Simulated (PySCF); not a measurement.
C₆H₇N.
Atom-mapped SMILES: `[N:1]#[C:2]/[CH:3]=[CH:4]\[CH:5]1[CH2:6][CH2:7]1` (hydrogens: H8 on C3; H9 on C4; H10 on C5; H11, H12 on C6; H13, H14 on C7)

Torsions of this conformer, `[N:1]#[C:2]/[CH:3]=[CH:4]\[CH:5]1[CH2:6][CH2:7]1`: C3–C4–C5–C6 -146°.

The closed-shell ground state was solved at several levels (PySCF, density fitting, gas phase, non-relativistic). The structure is a single GFN2-xTB conformer in the gas phase; no vibrational or solvent corrections.

| level | basis functions | total energy (Eh) | HOMO (eV) | LUMO (eV) | gap (eV) | dipole (D) |
| --- | --- | --- | --- | --- | --- | --- |
| CAM-B3LYP/def2-SVPD | 196 | -287.1784 | -8.75 | -0.21 | 8.54 | 4.62 |
| PBE0/def2-SVPD | 196 | -286.9971 | -7.50 | -1.32 | 6.18 | 4.61 |

Q: Estimate the row for PBE0/pcSseg-1, a basis of 154 functions; the other rows only guide the guess.

A: Total energy -287.1581 Eh, HOMO -7.49 eV, LUMO -1.28 eV, gap 6.21 eV, dipole 4.54 D.

Q: Over all these levels, which gives the widest orbital gap and which the narrowest?

A: CAM-B3LYP/def2-SVPD (range-separated hybrid) has the widest, 8.54 eV, and PBE0/def2-SVPD (global hybrid, 25 % exact exchange) the narrowest, 6.18 eV. The two share the basis. From the narrowest to the widest the HOMO moves by -1.25 eV and the LUMO by +1.11 eV.

Q: How far do the dipole and the HOMO energy spread over the levels?

A: The dipole runs from 4.54 to 4.62 D (mean 4.59 D) and the HOMO from -8.75 to -7.49 eV.
